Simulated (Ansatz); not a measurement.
H₄Si₂, charge -1, doublet, at a GFN2-xTB geometry (a state made from the parent by changing its charge; the spin is typed, not shown lowest) (a gas-phase anion, which may not be bound at this level); BLYP/6-31G* in Ansatz (a quantum-chemistry and plane-wave program).

Here is a job for Ansatz.
Ansatz 0.2 input:
```yaml
crystal:
  periodic: [false, false, false]
  atoms:
    - {symbol: Si, position_ang: [0.02696633, 0.95926821, 0.75276090]}
    - {symbol: H, position_ang: [-0.50192017, 2.08128097, -0.05037029]}
    - {symbol: Si, position_ang: [0.00177174, -0.80446006, -0.55801974]}
    - {symbol: H, position_ang: [0.83980489, -0.89893918, -1.80874320]}
    - {symbol: H, position_ang: [-1.27554771, -1.39203457, -1.10459660]}
    - {symbol: H, position_ang: [0.53533006, -1.95762121, 0.23733386]}
basis:
  gaussian:
    orbitals: 6-31G*
hamiltonian:
  xc: blyp
total_charge: -1
magnetization: {spin_polarized: true, initial_magnetization: 1}
```

**Question.** Write the output that Ansatz gives for this input, abridged.

**Answer.** 
```
Functional definition: BLYP
588 factors; their error is unknown
mean field evaluation 1: about -15817.0060 eV, gradient 8.8e0 eV
mean field evaluation 2: about -15817.1159 eV, gradient 7.8e0 eV
mean field evaluation 4: about -15817.6862 eV, gradient 2.5e-1 eV
mean field evaluation 8: about -15817.6236 eV, gradient 6.7e-2 eV
mean field evaluation 16: about -15817.6237 eV, gradient 9.2e-6 eV
mean field -15817.62365346 eV, -581.2869476942 hartree, gradient 9.2e-6 eV, S^2 0.752508; 0 other end points of the search recorded, 0 dependent functions left out
reference -15817.62395932 eV, -581.2869589344 hartree; 17, 16 occupied and 29, 30 virtual orbitals, 588 factors
Total energy: -15817.62395932 eV, -581.2869589344 hartree
```
